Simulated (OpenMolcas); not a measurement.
5s2 5p3 along the 51-electron sequence

* Program: OpenMolcas
* Method: RASSCF
* Basis: ANO-R2
* Scalar Hamiltonian: X2C, finite nucleus
* Spin-orbit coupling: RASSI with atomic mean-field integrals over the reference wave functions, term energies averaged over their components

Active space for each ion: 5 electrons in 9 orbitals (RAS2 5s 5p; RAS3 5d, at most 2 electrons).

Computed levels in cm-1 above 4S* 3/2:

```csv
Level,Sb,Te+,I2+,Xe3+
2D* 3/2,11830,13656,15384,16829
2D* 5/2,12902,15496,18197,20755
2P* 1/2,19975,23906,27798,31461
2P* 3/2,21375,26415,31793,37331
weight of 4S* in the lowest level (%),98,96,95,92
```

Measured, with the error of the calculation in %. Measured levels: Sb, Te+ from NIST Handbook of Basic Atomic Spectroscopic Data; Xe3+ from Saloman, J. Phys. Chem. Ref. Data 33, 765 (2004).

```tsv
Level	Sb	Te+	Xe3+
2D* 3/2	8512 (+39.0)	10222 (+33.6)	13267 (+26.8)
2D* 5/2	9854 (+30.9)	12422 (+24.7)	17511 (+18.5)
2P* 1/2	16395 (+21.8)	20547 (+16.4)	28036 (+12.2)
2P* 3/2	18464 (+15.8)	24032 (+9.9)	35650 (+4.7)
```

2D* 3/2 changes by a factor of 1.42 over the same range, with steps per unit of Z of +1830, +1730, +1440 cm-1.

Some high roots are left out of the spin-orbit mixing, which shifts the levels that they would mix with (holds for Sb). Active for correlation alone: 5d; no level in the range computed is led by a configuration that fills it, so any true level of that kind is missing (holds for Sb). The run also gave levels led by 5s2 5p2 5d, which use shells meant for correlation; these and all levels above them are left out (holds for Te+; I2+; Xe3+). Measured partners are found by configuration, term and J. A level has none where our copy of the source lacks it or the pairing is in doubt (some pairs that miss far off the trend of their configuration count as doubtful), and it then counts in no deviation. Levels of configurations outside the active space are missing.

* marks odd parity.
